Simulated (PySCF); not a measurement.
C7H11FO.
Atom-mapped SMILES: `[CH3:1][CH2:2][C@@H:3]1[CH2:4][C:5](=[O:6])[CH2:7][C@H:8]1[F:9]` (hydrogens: H10, H11, H12 on C1; H13, H14 on C2; H15 on C3; H16, H17 on C4; H18, H19 on C7; H20 on C8)

Method used: PySCF 2.14.0, PBE0-D3(BJ)/def2-SVP geometry optimisation, gas phase.

(1) Give the optimised bond lengths and angles.

Answers

(1) 
```csv
bond,length (Å),order
C1–C2,1.520,single
C2–C3,1.529,single
C3–C4,1.530,single
C4–C5,1.522,single
C5=O6,1.201,double
C5–C7,1.526,single
C7–C8,1.517,single
C8–F9,1.384,single
C3–C8,1.533,single
"C1–H10, C1–H11, C1–H12",1.101,single
C2–H13,1.105,single
C2–H14,1.104,single
C3–H15,1.101,single
C4–H16,1.103,single
C4–H17,1.099,single
C7–H18,1.099,single
C7–H19,1.102,single
C8–H20,1.102,single
```

Bonds in one row agree within 0.01 Å and their mean is given. Orders are formal, as drawn. A selection of angles:
```csv
angle,degrees
C1–C2–C3,113.6
C2–C3–C4,112.8
C2–C3–C8,111.8
C4–C3–C8,102.4
C3–C4–C5,104.5
C4–C5–O6,126.3
C4–C5–C7,108.0
O6–C5–C7,125.7
C5–C7–C8,104.8
C7–C8–F9,108.6
C3–C8–C7,105.2
C3–C8–F9,108.3
```

Dihedral angles: C1–C2–C3–C4 -73° (synclinal); C2–C3–C4–C5 -86° (synclinal); C3–C4–C5–O6 161° (antiperiplanar); C4–C5–C7–C8 -6° (synperiplanar); C5–C7–C8–F9 -88° (synclinal); C2–C3–C8–C7 82° (synclinal).

The 5-membered ring C3–C4–C5–C7–C8 has internal angles of 102.4° to 108.0° (sum 525°, against 540° for a flat polygon); it is puckered, 0.17 Å rms from its mean plane, widest ring torsion 39°. Of the pairs four or more bonds apart, H12···H17 is among the closest relative to their van der Waals radii: 2.27 Å, 94 % of the sum of Bondi's values.

Point group: C1 (no symmetry element, even within 0.4 Å). No frequency check. One conformer, not necessarily the lowest.

The run took 71 s on one thread of an Arm Neoverse V1, no GPU, shared host. That covers the optimisation of the geometry.
